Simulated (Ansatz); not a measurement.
Ideal-gas functions of `ClBCCl` at 400 K and 1 bar, from an Ansatz frequency run at PBE0-D4/def2-TZVP.

Molar mass 96.75 g/mol, point group C1 (symmetry number 1), electronic degeneracy 1, moments of inertia 39.131, 255.85, 273.972 u Å². Harmonic wavenumbers (cm⁻¹, unscaled): 73, 220, 316, 687, 717, 804, 896, 1010, 1090, 1154, 1239, 1458, 2677, 3113, 3185.

Use S(trans) = R[1.5 ln M + 2.5 ln T − 1.1517]; rotational temperatures θ = 24.2544 K / I; S(rot) = R[ln(√π/σ · √(T³/θAθBθC)) + 1.5]; for each mode x = 1.438777 ν̃/T, S = R[x/(eˣ − 1) − ln(1 − e⁻ˣ)] and H = RT x/(eˣ − 1); 1 cm⁻¹ = 0.0119627 kJ/mol; R = 8.31446 J/(mol·K).

**Question.** By hand: the entropy, in J/(mol·K).

**Answer.** Translation 172.0. Rotation: θ = 0.6198, 0.0948, 0.0885 K, giving 113.8. Vibration, mode by mode: 19.46, 10.47, 7.68, 2.63, 2.42, 1.89, 1.45, 1.04, 0.83, 0.68, 0.53, 0.28, 0.01, 0.00, 0.00, in all 49.4. Electronic 0.0. Sum 335.2 J/(mol·K).

**Question.** By hand: H − E and G − E in kJ/mol, counted from the electronic energy.

**Answer.** Zero-point energy ½ × 18639 × 0.0119627 = 111.5; thermal vibration 10.4; translation, rotation and pV give 4 RT = 13.3. H − E = 135.2 kJ/mol, and G − E = 135.2 − 400 × 335.2/1000 = 1.1 kJ/mol.

Vibration gives 15 % of the entropy, 19.5 J/(mol·K) of it from the mode under 150 cm⁻¹: soft modes count most, and the harmonic formula is weakest for them. The sum counts one conformer and one mirror image; others add a mixing term.
